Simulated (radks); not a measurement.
The numbers below are computed, except where a source is named.
Isoelectronic series with 34 electrons, all held in the configuration [Ar] 3d10 4s2 4p4, which need not be the ground one along the series. Code: a radial shooting solver on a logarithmic mesh with Libxc functionals. Model: Dirac Kohn-Sham, PBE, spin-unpolarised, spherical densities, finite nucleus; open shells are shared between the two j in proportion to 2j + 1; Fermi nuclear charge, rms radius of each element as measured or else 0.836 A^(1/3) + 0.57 fm. Total energies (hartree) and orbital eigenvalues (hartree):

| ion | E (hartree) | 4p3/2 | 4p1/2 | 4s1/2 | 3d5/2 |
|---|---|---|---|---|---|
| Se | -2430.09341 | -0.23481 | -0.24859 | -0.63511 | -1.93834 |
| Br+ | -2606.10898 | -0.63517 | -0.65610 | -1.11670 | -2.84623 |
| Kr2+ | -2789.00498 | -1.12872 | -1.15822 | -1.69288 | -3.90507 |
| Rb3+ | -2978.78131 | -1.70476 | -1.74437 | -2.35279 | -5.10087 |
| Sr4+ | -3175.44768 | -2.35774 | -2.40913 | -3.09104 | -6.42622 |
| Zr6+ | -3589.51906 | -3.88208 | -3.96264 | -4.79114 | -9.44868 |
| Nb7+ | -3806.96735 | -4.74964 | -4.84791 | -5.74967 | -11.14051 |
| Mo8+ | -4031.39112 | -5.68580 | -5.80409 | -6.77921 | -12.95037 |
| Tc9+ | -4262.82185 | -6.68972 | -6.83052 | -7.87914 | -14.87700 |
| Ru10+ | -4501.28641 | -7.76076 | -7.92674 | -9.04905 | -16.91944 |
| Rh11+ | -4746.82114 | -8.89841 | -9.09247 | -10.28870 | -19.07690 |
| Pd12+ | -4999.45807 | -10.10230 | -10.32751 | -11.59794 | -21.34873 |
| Ag13+ | -5259.23535 | -11.37212 | -11.63180 | -12.97674 | -23.73442 |
| Cd14+ | -5526.18768 | -12.70765 | -13.00533 | -14.42511 | -26.23354 |
| In15+ | -5800.36006 | -14.10869 | -14.44815 | -15.94314 | -28.84570 |
| Sn16+ | -6081.78957 | -15.57513 | -15.96038 | -17.53097 | -31.57060 |
| Sb17+ | -6370.52152 | -17.10684 | -17.54217 | -19.18877 | -34.40798 |
